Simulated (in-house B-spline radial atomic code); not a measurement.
**CAM-B3LYP excitations of Si III (Si2+)**

Method: CAM-B3LYP. Computed with a B-spline radial code for spherical atoms: linear response of the closed shell [Ne] 3s2 with the functional's adiabatic kernel; non-relativistic, point nucleus, no spin-orbit coupling, no double excitations, S, P, D and F terms only.

Command:
```bash
python run_td.py task.json out
```
Settings (radii: box in bohr, nucleus in fm):
```
Z                        14
electrons                12
configuration            [Ne] 3s2
hamiltonian              nr
method                   camb3lyp
box_radius               29.48
intervals                52
```

Time taken, with all properties: 0.3 s on 1 thread of Intel(R) Xeon(R) 6975P-C (Granite Rapids) (shared host).

The lowest states, in the order of their Tamm-Dancoff energies; the method's threshold (minus the highest occupied level) is 31.13 eV. Labels give the largest channel, * marks a mixed state, and oscillator strengths are full-response dipole values. Semilocal kernels can invert the small singlet-triplet splittings of Rydberg terms. Energies in eV:

| state | full response | Tamm-Dancoff | oscillator strength |
| --- | --- | --- | --- |
| 3s → 3p 3P | 6.090 | 6.329 | - |
| 3s → 3p 1P | 10.283 | 10.730 | 1.61 |
| 3s → 3d 3D | 16.773 | 16.812 | - |
| 3s → 3d 1D | ? | ? | - |
| 3s → 4s 3S | ? | ? | - |
| 3s → 4s 1S | 19.143 | 19.169 | - |
| 3s → 4p 3P | 20.855 | 20.864 | - |
| 3s → 4p 1P | 21.141 | 21.181 | 0.0127 |
| 3s → 4d 3D | 23.888 | 23.896 | - |
| 3s → 4d 1D | 24.118 | 24.120 | - |

**Question.** Where does 3s → 3d 1D lie?

**Answer.** At 18.015 eV in full response, 18.024 eV in Tamm-Dancoff.

**Question.** Where does 3s → 4s 3S lie?

**Answer.** At 18.457 eV in full response, 18.460 eV in Tamm-Dancoff.

**Question.** How large is the singlet-triplet splitting of 3s → 3p (P terms) in Tamm-Dancoff?

**Answer.** 4.4 eV, from the unrounded values.

**Question.** What polarisabilities and dispersion coefficient does the method give?

**Answer.** Dipole 11.58 bohr³, quadrupole 35.38 bohr⁵, C6 39.6 hartree·bohr⁶ for two such species.
